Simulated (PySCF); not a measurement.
Compound: [BF3(PMe3)], C₃H₉BF₃P.
Atom-mapped SMILES: `[CH3:1][P+:2]([CH3:3])([CH3:4])[B-:5]([F:6])([F:7])[F:8]` (hydrogens: H9, H10, H11 on C1; H12, H13, H14 on C3; H15, H16, H17 on C4)

Computed, not measured: PySCF, PBE0-D3(BJ)/def2-SVP geometry optimisation, gas phase.

**Question.** Give the optimised bond lengths and angles.

**Answer.** 
```
                  bond  length (Å)   order
   C1–P2, P2–C3, P2–C4       1.815  single
                 P2–B5       2.057  single
   B5–F6, B5–F7, B5–F8       1.374  single
C1–H9 and 8 like bonds       1.100  single
```

Bonds in one row agree within 0.01 Å and their mean is given. Orders are formal, as drawn. A selection of angles:
```
     angle  degrees
  P2–C1–H9    112.4
 P2–C1–H10    108.3
 H9–C1–H10    109.8
H10–C1–H11    108.0
  C1–P2–C3    106.8
  C1–P2–B5    111.5
  C3–P2–B5    112.7
  P2–B5–F6    104.3
  P2–B5–F7    105.0
  F6–B5–F7    114.0
```

Dihedral angles: C1–P2–B5–F6 57° (synclinal). The mirror-image conformer, all signs reversed, is as good.

All 3 C–P bonds measure 1.815 Å. B5 (four-coordinate boron) is distorted tetrahedral (angles from 104.1° to 114.0°). All 3 B–F bonds measure 1.373 to 1.374 Å. P2 (phosphorus bonded to B and 3 C) is tetrahedral (angles from 106.7° to 112.7°).

Point group: near C3v, missed by 0.13 Å at most; the miss may be what the optimiser left on a soft mode (C3 holds within 0.08 Å). Whether it is a minimum is left open (no frequencies).
